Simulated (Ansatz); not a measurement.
Breaking the Te1–F2 bond in F2Te (SMILES F[Te]F) (multiplicity 1 held, fragments rigid). Energies count from the point at 1.907 Å.
Geometry at that point (charge 0, multiplicity 1):
```csv
atom,x (Å),y (Å),z (Å)
Te,0.0413,-0.0263,0.3272
F,0.5966,1.2887,-0.9380
F,-0.8352,-1.1366,-0.9523
```

Restricted levels (R-, RO-) in cc, def2 and unpolarised 6-31G sets keep to the state of the molecule at rest. U- levels take the lowest unrestricted solution at each point, which mixes spins at long bonds. Curves can end on different states.

Cores are frozen in the correlated methods. Filled d and f shells under p-block atoms count as core.

The values were computed with Ansatz (Gaussian basis) for Hartree–Fock, density functionals and correlated methods. Each number belongs to the level named beside it. In def2 rows elements past Kr take small-core potentials, without spin–orbit coupling.

Energies in eV.

| R (Å) | R-HF/def2-SVP | R-SCS-MP2/def2-SVP | R-CCSD(T)/def2-SVP | U-CCSD(T)/def2-SVP | R-CCSDT/def2-SVP |
|---|---|---|---|---|---|
| 1.526 | 4.04 | 4.43 | 4.45 | 4.45 | 4.45 |
| 1.717 | 0.67 | 0.86 | 0.87 | 0.87 | 0.87 |
| 1.907 | 0.00 | 0.00 | 0.00 | 0.00 | 0.00 |
| 2.098 | 0.42 | 0.25 | 0.24 | 0.24 | 0.23 |
| 2.289 | 1.24 | 0.90 | 0.86 | 0.89 | 0.85 |
| 2.575 | 2.58 | 1.98 | 1.85 | 1.98 | 1.84 |
| 2.861 | 3.79 | 2.90 | 2.52 | 2.78 | 2.59 |
| 3.338 | 5.35 | 3.82 | 2.57 | 3.19 | 3.16 |
| 3.815 | 6.43 | 4.01 | 1.69 | 3.24 | 3.30 |
| 4.387 | 7.24 | 3.53 | 0.75 | 3.25 | 3.32 |
| 5.150 | 7.83 | 2.29 | 0.31 | 3.25 | 3.32 |
| 6.104 | 8.22 | 0.45 | 0.37 | 3.25 | 3.32 |

Doubts at one or more of the structures used: a restricted determinant that unrestricted orbitals would lower (R-HF/def2-SVP, R-SCS-MP2/def2-SVP, R-CCSD(T)/def2-SVP, R-CCSDT/def2-SVP); other coupled-cluster roots lie near (R-CCSD(T)/def2-SVP, R-CCSDT/def2-SVP); T1 above 0.05 (R-CCSD(T)/def2-SVP, U-CCSD(T)/def2-SVP, R-CCSDT/def2-SVP); a spin-contaminated determinant (U-CCSD(T)/def2-SVP).

Ansatz is a program for electronic structure.
